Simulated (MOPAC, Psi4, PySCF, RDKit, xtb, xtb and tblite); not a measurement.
Two geometries of SMILES COCCB(O)O, singlet, relaxed at GFN2-xTB with one dihedral held; other torsions can differ between them too.

Structure A

```
16

C      2.1656    -0.8394     0.7666
O      1.5673     0.3800     0.4024
C      0.7895     0.4299    -0.7932
C      0.3620    -0.9005    -1.4156
B     -0.6493    -1.7731    -0.5194
O     -1.0272    -2.9808    -0.9859
O     -1.1546    -1.3571     0.6706
H      1.4378    -1.6407     0.9208
H      2.6763    -0.6330     1.7065
H      2.9061    -1.1685     0.0278
H     -0.0922     1.0345    -0.5484
H      1.3786     0.9916    -1.5354
H      1.2396    -1.4882    -1.6836
H     -0.1328    -0.6609    -2.3585
H     -1.6445    -3.4437    -0.4174
H     -0.8346    -0.5149     0.9939
```

Structure B

```
16

C      2.2520    -0.8947     0.7112
O      1.6980     0.3528     0.3791
C      0.8220     0.4449    -0.7419
C      0.5303    -0.8338    -1.5299
B     -0.2973    -1.9699    -0.7507
O     -0.1751    -3.2427    -1.1790
O     -1.1403    -1.7236     0.2868
H      1.4906    -1.6510     0.9257
H      2.8368    -0.7119     1.6120
H      2.9164    -1.2746    -0.0725
H     -0.1209     0.8721    -0.3675
H      1.2701     1.1877    -1.4166
H      1.4568    -1.2468    -1.9268
H     -0.0572    -0.5296    -2.3997
H     -0.7189    -3.8713    -0.7017
H     -1.1886    -0.8188     0.5927
```

### Question
Which is lower in energy at the level PBE0-D3(BJ)/def2-SVP // GFN2-xTB (Psi4), and by how much?

### Answer
A is lower, by 1.66 kcal/mol (dihedral C1–O2–C3–C4: 15° in A, 0° in B).

E(B) − E(A) in kcal/mol at the other levels, on the same two geometries: GFN2-xTB (xtb and tblite) 1.07; PBE0/def2-SVP // GFN2-xTB (Psi4) 1.64; PBE/def2-SVP // GFN2-xTB (Psi4) 1.56; PBE-D3(BJ)/def2-SVP // GFN2-xTB (Psi4) 1.60; UFF // GFN2-xTB (RDKit) 2.83; PM3, restricted, heats of formation // GFN2-xTB (MOPAC) -0.01; PM6, restricted, heats of formation // GFN2-xTB (MOPAC) 1.07; GFN1-xTB // GFN2-xTB (xtb) 0.94; restricted B3LYP/6-31G*, spherical d, density fitting // GFN2-xTB (PySCF) 1.75; restricted Hartree-Fock/LANL2DZ // GFN2-xTB (PySCF) 1.50; restricted Hartree-Fock/6-31G*, spherical d, density fitting // GFN2-xTB (PySCF) 1.74; restricted B3LYP/6-311+G**, spherical d, density fitting // GFN2-xTB (PySCF) 1.23.
